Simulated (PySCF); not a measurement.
Cl3STa, multiplicity 1. Atoms are numbered in the order given.

```xyz
5

Ta     0.0000     0.0000    -0.0102
S      0.0000     0.0000    -2.1638
Cl     1.8940    -1.0935     0.6935
Cl    -1.8940    -1.0935     0.6935
Cl     0.0000     2.1870     0.6935
```
Charge 0, spin multiplicity 1.

Coordinates come from a B3LYP-D3(BJ)/def2-SVP optimisation. The spin state was assumed, not searched. The structure was generated by enumeration; whether it is a known compound was not checked. The def2 effective core potentials stand for the cores of Ta; spin–orbit coupling is left out.

All values below come from PBE/def2-TZVP (PySCF).

The molecule is in vacuum.

**Question.** Estimate the frontier levels, gap, dipole moment and polarisability. (Estimate from the structure and the level; the computed values follow.)

**Answer.** 
```yaml
highest_occupied_level: -7.16 eV
lowest_empty_level: -3.74 eV
orbital_gap: 3.41 eV
dipole_moment: 1.13 D
quadrupole, principal values (traceless, Buckingham form, about the centre of nuclear charge): -1.69, 0.85, 0.85 D·Å
mean_static_polarisability: 99.2 bohr³ (14.70 Å³)
polarisability_principal_values: 95.3, 95.3, 107.1 bohr³
```
